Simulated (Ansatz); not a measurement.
Mulliken charges of `FB1OCO1` from r2SCAN/def2-TZVPP in Ansatz (PBE0-D4/def2-TZVP geometry).

| atom | x (Å) | y (Å) | z (Å) | charge (e) |
| --- | --- | --- | --- | --- |
| F1 | -1.528 | -1.762 | 0.234 | -0.274 |
| B2 | -0.672 | -0.786 | 0.100 | 0.595 |
| O3 | -0.713 | 0.330 | -0.707 | -0.356 |
| C4 | 0.549 | 0.606 | -0.091 | 0.258 |
| O5 | 0.537 | -0.570 | 0.724 | -0.356 |
| H6 | 0.522 | 1.519 | 0.506 | 0.066 |
| H7 | 1.368 | 0.596 | -0.812 | 0.066 |

Problem. By hand: the dipole of these point charges (1 e Å = 4.8032 D).

Solution. Σ q r = (0.348, 0.396, -0.054) e Å, of length 0.530 e Å = 2.55 D.

Problem. How does the dipole of the full density compare? (Best estimate.)

Solution. Computed: (0.247, 0.282, -0.039) e Å, 1.81 D; the point charges give 1.41 times that, at 0° from its direction.

Point charges leave out the atoms' own dipoles, such as those of lone pairs, and Mulliken's split depends on the basis, so the two needn't agree.
